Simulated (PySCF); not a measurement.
Curvature of the energy in the electron number along the 4p block, charge +1

Calculated with PySCF 2.14, in x2c-TZVPall, spin-free X2C: one orbital is emptied in steps, and each cell gives the departure of E from the straight line at half an electron, in eV (from a cubic fit). The exact functional gives zero.

```json
{"species": "Ga⁺", "orbital": "4s beta", "LDA": "-1.13", "PBE": "-1.12", "r2SCAN": "-0.96", "PBE0": "-0.81", "BHandHLYP": "-0.57", "LC-wPBE": "-0.11", "wB97X": "-0.23", "UHF": "0.07"}
{"species": "Ge⁺", "orbital": "4p alpha", "LDA": "-1.05", "PBE": "-1.01", "r2SCAN": "-0.94", "PBE0": "-0.73", "BHandHLYP": "-0.50", "LC-wPBE": "-0.08", "wB97X": "-0.18", "UHF": "0.08"}
{"species": "As⁺", "orbital": "4p alpha", "LDA": "-1.15", "PBE": "-1.12", "r2SCAN": "-1.04", "PBE0": "-0.80", "BHandHLYP": "-0.53", "LC-wPBE": "-0.12", "wB97X": "-0.21", "UHF": "0.11"}
{"species": "Se⁺", "orbital": "4p alpha", "LDA": "-1.27", "PBE": "-1.23", "r2SCAN": "-1.14", "PBE0": "-0.88", "BHandHLYP": "-0.57", "LC-wPBE": "-0.17", "wB97X": "-0.25", "UHF": "0.14"}
{"species": "Br⁺", "orbital": "4p beta", "LDA": "-1.27", "PBE": "-1.21", "r2SCAN": "-1.11", "PBE0": "-0.86", "BHandHLYP": "-0.56", "LC-wPBE": "-0.15", "wB97X": "-0.32", "UHF": "0.20"}
{"species": "Kr⁺", "orbital": "4p beta", "LDA": "-1.37", "PBE": "-1.32", "r2SCAN": "-1.21", "PBE0": "-0.93", "BHandHLYP": "-0.58", "LC-wPBE": "-0.21", "wB97X": "-0.34", "UHF": "0.23"}
```

Question: How does the mean departure depend on the functional?

Answer: LDA -1.21 eV; PBE -1.17 eV; r2SCAN -1.07 eV; PBE0 -0.84 eV; BHandHLYP -0.55 eV; LC-wPBE -0.14 eV; wB97X -0.26 eV; UHF 0.14 eV. Semilocal functionals are convex (delocalisation error), Hartree-Fock is concave or straight, and exact exchange removes curvature roughly in proportion to its share, so among the functionals the range-separated hybrids usually come closest to zero.

No spin-orbit coupling is included.
